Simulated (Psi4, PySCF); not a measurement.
PySCF was given this input:
```python
from pyscf import gto, scf, mp

mol = gto.Mole()
mol.atom = '''
    O    -1.195029   -0.511793    0.028757
    S    -0.140285    0.464799    0.000719
    F     1.311644   -0.371382   -0.026840
'''
mol.basis = '6-31g*'
mol.charge = 0
mol.spin = 1
mol.verbose = 4
mol.build()

mf = scf.UHF(mol)
mf.kernel()

pt = mp.MP2(mf, frozen=7)
pt.kernel()
print('E(MP2) = %.10f' % pt.e_tot)
```

Q: Give the equivalent Psi4 input.

A: One answer among several that fit: 
```
memory 2 GB

molecule {
0 2
O    -1.19502904   -0.51179322    0.02875724
S    -0.14028508    0.46479902    0.00071897
F     1.31164375   -0.37138205   -0.02684017
}

set {
  basis 6-31g*
  reference uhf
  freeze_core true
  mp2_type conv
  scf_type pk
  puream true
  d_convergence 1e-8
}

energy('mp2')
print_variables()
```

Both were run: PySCF gave -572.209902 Eh and Psi4 -572.209902 Eh, 0.000 mEh apart.
